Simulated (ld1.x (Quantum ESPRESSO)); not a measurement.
# Building the TM potential for phosphorus (PBEsol, scalar-relativistic).

P (Z = 15), norm-conserving Troullier–Martins (Kleinman–Bylander form), made with ld1.x (Quantum ESPRESSO) 7.5 (PBEsol, scalar-relativistic). Core [Ne], reference 3s2 3p0 (charge +3). Waves: 3s (bound): rc 1.60 bohr; 3p (bound, empty): rc 1.80 bohr; 3d channel at 0.3 Ry: rc 1.60 bohr. Local part: all-electron potential smoothed inside 1.45 bohr (lloc = -1). Core correction: a·sin(br)/r model core, default radius (core density twice the valence density).

Poles of the logarithmic derivatives, all-electron (AE) and pseudo (PS). s: poles at -1.2 (AE) and -1.3, 3.3 (PS) Ry. p: poles at -0.2 (AE) and -0.3 (PS) Ry. d: poles at 0.8 (AE) and 0.8 (PS) Ry. Test radius 1.96 bohr.

- Cutoffs needed: 25 Ry and 50 Ry (the cutoffs (Ry, on a coarse ladder) from which the occupation-weighted sum of valence levels, in a spherical-Bessel basis at the reference potential, stays within 10 and 1 mRy of its value at 400 Ry)
- Ghost test: no extra level below or beside the all-electron valence levels (s, p, d, f tested) (spherical-Bessel basis up to 400 Ry, 20 bohr box)
- Largest excitation error: +125 meV (all-electron minus pseudo) for 3s2 3p3.3, out of 7 test configurations
